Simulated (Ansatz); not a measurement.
Geometry optimisation, RKS B3LYP/def2-SVP in Ansatz.

The input (input.yaml):

```yaml
crystal:
  periodic: [false, false, false]
  atoms:
    - { symbol: Al, position_ang: [0.610388, -0.876383, 0.333205] }
    - { symbol: Cl, position_ang: [-1.511975, 1.820851, 1.121279] }
    - { symbol: C, position_ang: [-0.782896, -1.971745, -0.424696] }
    - { symbol: F, position_ang: [1.26029, -1.052066, 1.850631] }
    - { symbol: H, position_ang: [1.572598, 2.470424, -0.649821] }
    - { symbol: F, position_ang: [1.434699, 0.306151, -0.633022] }
    - { symbol: H, position_ang: [-0.584335, 2.573112, 0.573353] }
    - { symbol: F, position_ang: [1.215351, 3.278998, -0.416754] }
    - { symbol: H, position_ang: [-1.670239, -1.350068, -0.628456] }
    - { symbol: H, position_ang: [-0.46302, -2.415281, -1.381815] }
    - { symbol: H, position_ang: [-1.080761, -2.784094, 0.256096] }
basis:
  gaussian: { orbitals: def2-SVP }
hamiltonian:
  xc: b3lyp
relax:
  f_tol: 0.03
  max_steps: 50
```

Command:

```bash
$ ansatz run input.yaml --threads 2 --pin off --max-ram 3072MiB --backend cpu --events-out ev --progress --plain --runs-dir out
```

**Question.** Where does it end, and by what steps?

**Answer.** The forces met the threshold. The force dipped under the threshold on the way, but the program's further checks kept it going. After 16 steps the energy has fallen by 0.659 eV; Cl2 moved furthest, 0.69 Å. Joined: Al1–Cl2.

| step | energy less start (eV) | largest force component (eV/Å) | accepted |
| --- | --- | --- | --- |
| 0 | 0.0000 | 1.251 | yes |
| 1 | -0.2171 | 0.735 | yes |
| 2 | -0.4593 | 0.299 | yes |
| 3 | -0.5812 | 0.339 | yes |
| 4 | -0.6119 | 0.534 | yes |
| 5 | -0.6393 | 0.142 | yes |
| 6 | -0.6440 | 0.117 | yes |
| 7 | -0.6466 | 0.061 | yes |
| 8 | -0.6479 | 0.139 | yes |
| 9 | -0.6498 | 0.115 | yes |
| 10 | -0.6528 | 0.126 | yes |
| 11 | -0.6552 | 0.109 | yes |
| 12 | -0.6567 | 0.115 | yes |
| 13 | -0.6581 | 0.027 | yes |
| 14 | -0.6584 | 0.061 | yes |
| 15 | -0.6587 | 0.043 | yes |
| 16 | -0.6589 | 0.018 | yes |

```xyz
11
Properties=species:S:1:pos:R:3
Al 0.410 -0.467 0.323
Cl -1.012 1.351 1.190
C -0.787 -1.781 -0.439
F 1.389 -0.761 1.643
H 1.176 2.046 -0.562
F 1.223 0.609 -0.769
H -0.178 2.277 0.597
F 0.872 2.901 -0.194
H -1.449 -1.340 -1.203
H -0.220 -2.596 -0.921
H -1.424 -2.240 0.336
```

Whether the end is a true minimum wasn't checked by a vibrational analysis.

Run time: 62 s on 2 threads of Arm Neoverse V1, with other jobs on the host, peak memory 0.27 GiB.
